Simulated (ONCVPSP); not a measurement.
## An all-electron radial function and its pseudo partner (fluorine)

Columns: radius, all-electron u(r) and pseudo u(r) of the 2p shell (level -19.16 eV) of fluorine in the configuration [He] 2s2 2p4.5; PBEsol, scalar-relativistic, ONCV scheme, ONCVPSP 4.0.1.

```csv
r (bohr),all-electron,pseudo
0.057,0.0565,0.0271
0.115,0.1796,0.1058
0.172,0.3203,0.2223
0.230,0.4597,0.3645
0.288,0.5839,0.5127
0.345,0.6867,0.6485
0.402,0.7697,0.7630
0.460,0.8346,0.8518
0.518,0.8811,0.9114
0.575,0.9113,0.9445
0.632,0.9282,0.9576
0.690,0.9339,0.9561
0.747,0.9304,0.9450
0.805,0.9194,0.9277
0.862,0.9029,0.9068
0.920,0.8814,0.8829
0.977,0.8570,0.8574
1.035,0.8296,0.8296
1.092,0.8009,0.8009
1.150,0.7706,0.7706
1.208,0.7397,0.7396
1.265,0.7090,0.7089
1.322,0.6783,0.6783
1.380,0.6475,0.6474
1.438,0.6171,0.6171
1.495,0.5879,0.5879
```

Question: How many radial nodes do the two functions have?

Answer: The all-electron 2p function has n − l − 1 = 0; the pseudo-wave has 0.

Question: At about which radius was the pseudo-wave matched?

Answer: 1.15 bohr. The columns agree to 0.0005 from 0.98 bohr on; several derivatives are matched, so the curves merge somewhat inside the radius.

Question: Is the pseudo-wave norm-conserving?

Answer: Yes: the ONCV scheme keeps the norm inside the radius equal to the all-electron one, which fixes the energy derivative of the logarithmic derivative at the level.
